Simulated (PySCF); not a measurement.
Species: C6H6N2O2.
Atom-mapped SMILES: `[CH3:1][O:2][C:3](=[O:4])[c:5]1[cH:6][cH:7][n:8][n:9][cH:10]1` (hydrogens: H11, H12, H13 on C1; H14 on C6; H15 on C7; H16 on C10)

Cartesian coordinates in Å at the PBE0-D3(BJ)/def2-SVP level; atoms count from 1:
```xyz
16
C6H6N2O2 angstrom
C     -2.960   -0.494    0.075
O     -1.548   -0.589   -0.033
C     -0.873    0.545    0.150
O     -1.389    1.606    0.387
C      0.599    0.344    0.028
C      1.194   -0.880   -0.236
C      2.588   -0.892   -0.313
N      3.339    0.192   -0.148
N      2.774    1.355    0.102
C      1.453    1.441    0.189
H     -3.251   -0.209    1.097
H     -3.353    0.259   -0.622
H     -3.354   -1.487   -0.169
H      0.599   -1.784   -0.375
H      3.137   -1.815   -0.518
H      1.038    2.432    0.399
```

Level: CAM-B3LYP/def2-SVPD in PySCF, non-relativistic, on one gas-phase PBE0-D3(BJ)/def2-SVP geometry that isn't relaxed in the solvent. The solvent is an IEF-PCM continuum (van der Waals radii × 1.2). The model holds no explicit solvent molecules, cavitation or dispersion.

Gas phase at CAM-B3LYP/def2-SVPD: HOMO -8.47 eV, LUMO -1.36 eV, dipole 5.32 D.

Task: What does the continuum do to the energy, the frontier levels and the dipole at CAM-B3LYP/def2-SVPD in chloroform and dimethylsulfoxide?

Result: 
```csv
solvent,ε,E(solvent) − E(gas) (kcal/mol),polarisation term (kcal/mol),distortion of the solute (kcal/mol),HOMO (eV),LUMO (eV),dipole (D)
chloroform,4.711,-7.13,-8.29,1.16,-8.69,-1.33,6.60
dimethylsulfoxide,46.83,-10.08,-12.52,2.44,-8.79,-1.33,7.18
```

Polarisation term: ½ Σ q·V over the induced surface charges. Distortion: the rise of the solute's own energy as its density leaves the gas-phase optimum. From chloroform to dimethylsulfoxide the lowering changes by a factor 1.41, Onsager's factor (ε − 1)/(2ε + 1) by 1.36 and ε itself by 9.9.

Task: Which radius a makes the point-dipole formula ΔE = −[(ε − 1)/(2ε + 1)]·μ²/a³ give the value in dimethylsulfoxide, with the gas-phase dipole?

Result: μ = 2.092 au and |ΔE| = 0.01606 Eh give a = 2.69 Å; the farthest nucleus lies 3.67 Å from the centroid of the nuclei, so such a sphere wouldn't even hold the nuclei. The formula assumes a rigid point dipole at the centre of a sphere.

Task: Give the dipole vector in the frame of the coordinates (D, pointing from negative to positive charge), gas and dimethylsulfoxide.

Result: Gas (-3.77, -3.72, -0.50), solvent (-4.97, -5.13, -0.70). Its length changes by +35 % and its direction by 1°.

Task: How does the static polarisability (CAM-B3LYP/def2-SVPD, frozen core, with the continuum's full static response) change?

Result: 
| medium | isotropic (au) | principal values (au) | ⟨r²⟩ of the electrons (bohr²) |
| --- | --- | --- | --- |
| gas | 88.5 | 54.5, 94.4, 116.7 | 1562.2 |
| chloroform | 109.7 | 66.3, 121.2, 141.5 | 1563.2 |
| dimethylsulfoxide | 120.0 | 73.7, 134.6, 151.7 | 1563.8 |

The isotropic value in dimethylsulfoxide is 1.36 times the gas-phase one; no cavity-field correction is applied. ⟨r²⟩ is taken about the centre of nuclear charge.
